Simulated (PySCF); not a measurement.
## NMR parameters from quadrupole coupling constants

Compound: C8H12N2.
Cartesian coordinates in Å at the GFN2-xTB level; atoms count from 1:
```xyz
22
C8H12N2 angstrom
C      3.2593   -0.4445    0.0631
C      2.6518    0.1540    1.1737
N      1.3434    0.2115    1.0207
N      1.0845   -0.3376   -0.1615
C     -0.2628   -0.4033   -0.6693
C     -0.8279    1.0085   -0.9398
C     -1.7969    1.2671    0.2102
C     -2.4211   -0.1050    0.4373
C     -1.2153   -1.0397    0.3646
C      2.2118   -0.7442   -0.7766
H      4.3017   -0.6295   -0.0958
H      3.1114    0.5391    2.0626
H     -0.2192   -0.9884   -1.5920
H     -0.0301    1.7480   -0.9866
H     -1.3617    1.0154   -1.8910
H     -1.2382    1.5654    1.0971
H     -2.5293    2.0372   -0.0257
H     -2.9440   -0.1802    1.3887
H     -3.1265   -0.3324   -0.3644
H     -0.7069   -1.0536    1.3288
H     -1.4879   -2.0596    0.0975
H      2.1935   -1.2088   -1.7422
```

Computed at PBE0/pcSseg-1 (PySCF, non-relativistic):

```
atom             environment  nucleus  spin I    Q (b)  CQ = χzz (MHz)      η
  N3  pyridine-type nitrogen      14N       1  0.02044          -4.818  0.636
  N4   pyrrole-type nitrogen      14N       1  0.02044          -3.143  0.461
```

Problem. Recover the principal values of the field gradient from CQ = 234.96 MHz × Q × Vzz, η = (Vxx − Vyy)/Vzz and a zero trace.

Solution. The tensor is traceless, so η fixes the two smaller values:

```tsv
atom	Vxx (au)	Vyy (au)	Vzz (au)	Vzz (10²¹ V/m²)
N3	0.183	0.821	-1.003	-9.75
N4	0.176	0.478	-0.654	-6.36
```

Problem. PQ = |CQ|√(1 + η²/3), νQ = 3|CQ|/[2I(2I − 1)], ν0 = |g|·7.62259 MHz/T·B with g(14N) = 0.40376: values at 21.15 T?

Solution. 
```
atom  PQ (MHz)  νQ (MHz)  ν0 (MHz)  νQ/ν0
  N3     5.133     7.227     65.09  0.111
  N4     3.252     4.714     65.09  0.072
```

For N3: PQ = 4.818 × 1.0653, νQ = 4.818 × 1.5000, ν0 = 3.0777 MHz/T × 21.15 T.

Problem. A static spin 1 shows, to first order, a doublet split by νQ with the field along z of the gradient, and by (3/4)|CQ|(1 + η) and (3/4)|CQ|(1 − η) along y and x. Give the last two for 14N.

Solution. N3: 5.911 and 1.316 MHz; N4: 3.444 and 1.270 MHz.

Problem. In the extreme-narrowing limit, with isotropic tumbling and one correlation time, the quadrupolar linewidth goes as PQ². What relative widths follow for the 14N sites?

Solution. N3 1, N4 0.4, with N3 as 1.

Problem. Quadrupolar 1/T1 and linewidth for τc = 20 ps (extreme narrowing, isotropic tumbling)?

Solution. Rate = (3π²/10) PQ² τc (2I + 3)/[I²(2I − 1)], the same for T1 and T2; width = rate/π.

| site | spin factor (2I + 3)/[I²(2I − 1)] | 1/T1 (s⁻¹) | T1 (ms) | linewidth (Hz) |
| --- | --- | --- | --- | --- |
| 14N at N3 | 5.000 | 7800 | 0.128 | 2480 |
| 14N at N4 | 5.000 | 3130 | 0.319 | 997 |

The structure is a single GFN2-xTB conformer in the gas phase; no vibrational or solvent corrections. GFN2-xTB bond lengths can be off by several hundredths of an ångström, more for odd bonds, and the gradients follow them. With so small a basis the couplings can be 20 % off.
